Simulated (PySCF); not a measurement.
A species of formula C8H14 has this rotational fingerprint, computed with PBE0-D3(BJ)/def2-SVP geometry optimisation, gas phase (PySCF):

* Rotational constants: A = 2405, B = 1765, C = 1242 MHz
* Dipole components: |μa| = 0.05 D, |μb| = 0.16 D, |μc| = 0.05 D
* Inertial defect: -89.52 u·Å²
* κ: -0.10

Task: Which structure is it? (One computed conformer of each.)
A. `[CH2:1]=[CH:2][CH2:3][CH:4]1[CH2:5][CH2:6][CH2:7][CH2:8]1` with C1–C2–C3–C4 -119°, C2–C3–C4–C5 -179°, C3–C4–C5–C6 -166°, C4–C5–C6–C7 28°, C5–C6–C7–C8 -4°, C6–C7–C8–C4 -21° (allylcyclopentane)
B. `C1C[C@@H]2CC[C@H](C1)C2`
C. `[CH3:1][CH2:2][C@@H:3]1[C@H:4]([CH3:5])[C:6]12[CH2:7][CH2:8]2` with C1–C2–C3–C4 161°
D. `[CH2:1]=[CH:2][C@H:3]([CH3:4])[CH:5]1[CH2:6][CH2:7][CH2:8]1` with C1–C2–C3–C4 -122°, C2–C3–C5–C6 -65°, C3–C5–C6–C7 -141°, C5–C6–C7–C8 19°, C6–C7–C8–C5 -19°, C3–C5–C8–C7 141°
E. `[CH2:1]1[CH2:2][CH2:3][C:4]2([CH2:5][CH2:6]1)[CH2:7][CH2:8]2` with C6–C1–C2–C3 -55°, C1–C2–C3–C4 54°, C2–C3–C4–C5 -54°, C3–C4–C5–C6 54°

Result: C. It is CC[C@@H]1[C@H](C)C12CC2, an asymmetric top, point group C1. The candidates at the same level (rigid rotor, commonest isotopes):

```tsv
SMILES	A (MHz)	B (MHz)	C (MHz)	μa (D)	μb (D)	μc (D)	Δ (u·Å²)	point group	rotor
C=CCC1CCCC1	4758	1112	970.3	0.33	0.15	0.13	-39.67	C1	near-prolate asymmetric top
C1C[C@@H]2CC[C@H](C1)C2	2743	2436	1998	0.01	0.00	0.00	-138.70	Cs	asymmetric top
CC[C@@H]1[C@H](C)C12CC2	2405	1765	1242	0.05	0.16	0.05	-89.52	C1	asymmetric top
C1CCC2(CC1)CC2	3524	1756	1422	0.19	0.00	0.01	-75.81	Cs	asymmetric top
C=C[C@H](C)C1CCC1	3229	1403	1061	0.21	0.22	0.07	-40.08	C1	asymmetric top
```

`C1CCC2(CC1)CC2` has A 47 % too high; `C=C[C@H](C)C1CCC1` has A 34 % too high; `C=CCC1CCCC1` has A 98 % too high; `C1C[C@@H]2CC[C@H](C1)C2` has C 61 % too high. No structure here is proved a minimum.
